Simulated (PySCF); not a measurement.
Species: C₇H₁₄N₃ (charge +1).
Bonds: C1–C2, C2–C3 (aromatic), C3–N4, C3–C5 (aromatic), C5–N6 (aromatic), N6–N7 (aromatic), N7–C8, C8–C9, C8–C10, C2–N7 (aromatic). Hydrogens: H11, H12, H13 on C1; H14, H15, H16 on N4; H17 on C5; H18 on C8; H19, H20, H21 on C9; H22, H23, H24 on C10.

NICS is the negative of the GIAO shielding at a point without a nucleus: at the ring centre (0) and 1 Å above and below it (1); zz is the component along the ring normal. Level: GIAO HF/pcSseg-1 (PySCF, non-relativistic, gas phase) on the PBE0-D3(BJ)/def2-SVP geometry, one conformer.

Ring bond lengths (Å): C2–C3 1.391, C3–C5 1.407, C5–N6 1.318, N6–N7 1.329, N7–C2 1.352.

What do the NICS probes read (ppm)?

| ring | type | NICS(0) | NICS(1), two faces | NICS(1)zz, two faces | rms pucker (Å) | centre to ring atoms, mean (Å) |
| --- | --- | --- | --- | --- | --- | --- |
| C2–C3–C5–N6–N7 | 5-membered ring with 2 N; formal bonds all aromatic | -15.2 | -12.1 / -12.1 | -29.2 / -29.3 | 0.00 | 1.16 |

What can be read from them?

- C2–C3–C5–N6–N7: mean NICS(1)zz -29.3 ppm, shielded. For a flat ring without four-coordinate atoms the NICS criterion counts such a value as aromatic.

What does the geometric index give? HOMA = 1 − mean of α(R − Ropt)² over the ring bonds, with Krygowski's 1993 parameters (CC: Ropt 1.388 Å, α 257.7 Å⁻²; CN: Ropt 1.334 Å, α 93.52 Å⁻²; NN: Ropt 1.309 Å, α 130.33 Å⁻²).

- C2–C3–C5–N6–N7: HOMA 0.96; the largest term is that of C3–C5, α(R − Ropt)² = 0.09. The geometric and the magnetic index point the same way.

What field does 14.1 T along the ring normal induce along that normal at the second NICS(1) probe listed for ring C2–C3–C5–N6–N7, 1 Å off the ring?

NICSzz × B0 = -29.3 ppm × 14.1 T = -413 μT, against the applied field.

How shielded are the nuclei of the rings and their hydrogens (means over atoms taken as equivalent)?

```
atoms                          environment  σ isotropic (ppm)
   C2          substituted aromatic carbon               47.0
   C3     aromatic carbon bearing nitrogen               89.8
   C5  aromatic CH next to a ring nitrogen               50.3
   N6               pyridine-type nitrogen             -103.6
   N7                pyrrole-type nitrogen                7.8
  H17                    aromatic hydrogen              23.34
```

How do the values depend on the level or the medium?

```
             level  NICS(0), C2–C3–C5–N6–N7  mean NICS(1)zz, C2–C3–C5–N6–N7
  HF/pcSseg-1, gas                    -15.2                           -29.3
PBE0/pcSseg-1, gas                    -14.0                           -27.5
```

The geometry is the same throughout.

Hardware: one thread, Arm Neoverse V2 (aarch64), shared host with 32 logical CPUs at a one-minute load of 9.7. Cost: 27 s wall, 1.1 GiB resident at most. This is the whole shielding run at HF/pcSseg-1, SCF included.

The values belong to the conformer `[CH3:1][c:2]1[c:3]([NH3+:4])[cH:5][n:6][n:7]1[CH:8]([CH3:9])[CH3:10]`: N6–N7–C8–C9 -62°.
